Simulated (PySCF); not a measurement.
## BBr: input and log

State: ¹Σ⁺ (singlet), closed shell.

An equivalent input (the run itself took its basis sets from the Basis Set Exchange, started from a PBE0 density and held the occupation σ 7α 7β, πx 3α 3β, πy 3α 3β, δx 1α 1β, δy 1α 1β):

```python
from pyscf import gto, dft
mol = gto.M(atom='B 0 0 0; Br 0 0 1.898', basis={'B': 'cc-pVTZ', 'Br': 'cc-pVTZ-PP'}, ecp={'Br': 'cc-pVTZ-PP'},
            charge=0, spin=0, verbose=4, symmetry='C2v')
mf = dft.UKS(mol, xc='PBE0')
mf.grids.atom_grid = (80, 434)
mf.grids.prune = dft.gen_grid.treutler_prune
mf.irrep_nelec = {'A1': (8, 8), 'A2': (1, 1), 'B1': (3, 3), 'B2': (3, 3)}
mf.conv_tol = 1e-9
mf.max_cycle = 60
mf.diis_space = 10
mf.kernel()
```

The log (some set-up lines and the per-cycle HOMO/LUMO lines removed):

```
******** <class 'pyscf.dft.uks_symm.SymAdaptedUKS'> ********
method = SymAdaptedUKS
damping factor = 0
level_shift factor = 0
DIIS = <class 'pyscf.scf.diis.CDIIS'>
diis_start_cycle = 1
diis_space = 10
diis_damp = 0
SCF conv_tol = 1e-09
SCF conv_tol_grad = None
SCF max_cycles = 60
number electrons alpha = 15  beta = 15
Set gradient conv threshold to 3.16228e-05
init E= -441.57757062537
cycle= 1 E= -441.565525829837  delta_E= 0.012  |g|= 0.0161  |ddm|= 0.0714
cycle= 2 E= -441.565341508343  delta_E= 0.000184  |g|= 0.0248  |ddm|= 0.082
cycle= 3 E= -441.565729599658  delta_E= -0.000388  |g|= 0.00242  |ddm|= 0.043
cycle= 4 E= -441.565732787223  delta_E= -3.19e-06  |g|= 0.000579  |ddm|= 0.0039
cycle= 5 E= -441.565733028608  delta_E= -2.41e-07  |g|= 5.86e-05  |ddm|= 0.00108
cycle= 6 E= -441.565733030766  delta_E= -2.16e-09  |g|= 5.75e-06  |ddm|= 0.000182
cycle= 7 E= -441.565733030793  delta_E= -2.71e-11  |g|= 9.57e-07  |ddm|= 2.47e-05
Extra cycle  E= -441.565733030792  delta_E= 7.96e-13  |g|= 9.81e-07  |ddm|= 6.61e-06
converged SCF energy = -441.565733030792  <S^2> = -7.1054274e-15  2S+1 = 1
```

Repeating this along the bond gives Re = 1.893 Å and ωe = 684 cm⁻¹.

A point of this curve took 0.97 CPU seconds beside 0.51 for the integrals, on AMD EPYC 9R45 96-Core (shared host).
